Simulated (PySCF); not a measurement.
# Finite-field polarisability of S (sulfur, neutral)

[Ne] 3s2 3p4, high-spin 3P determinant. Calculation: PySCF 2.14, in aug-cc-pV(D+d)Z (5s4p3d, 32 functions); the non-relativistic Hamiltonian (point nucleus). Frozen: [Ne]. Energy changes in a uniform field (μhartree):

```
axis  F (au)        HF       MP2      CCSD   CCSD(T)
   x  0.0035  -101.668  -101.463  -101.432  -101.748
   x   0.007  -406.745  -405.937  -405.815  -407.082
   y  0.0032  -102.727  -105.405  -106.766  -107.417
   y  0.0064  -411.085  -421.827  -427.287  -429.896
```

By symmetry the remaining axis equals x.

Problem. Derive α along x at CCSD(T) from the two fields.

Solution. With ΔE = −αF²/2 − γF⁴/24, α = −(16 ΔE(F) − ΔE(2F))/(6F²) = 16.61 bohr³.

Problem. And the mean polarisability at each level?

Solution. The components xx, yy, zz at CCSD(T) are 16.61, 20.98, 16.61, the third axis being equal by symmetry to one of the two computed. Means: HF 17.75, MP2 17.90, CCSD 17.99, CCSD(T) 18.07 bohr³. Reference: 19.4 ± 0.1 bohr³ (recommended; Schwerdtfeger and Nagle, table of static dipole polarizabilities (2023 update)).

CCSD(T) lies more than 5 % below the reference, which points to too few diffuse and polarisation functions.
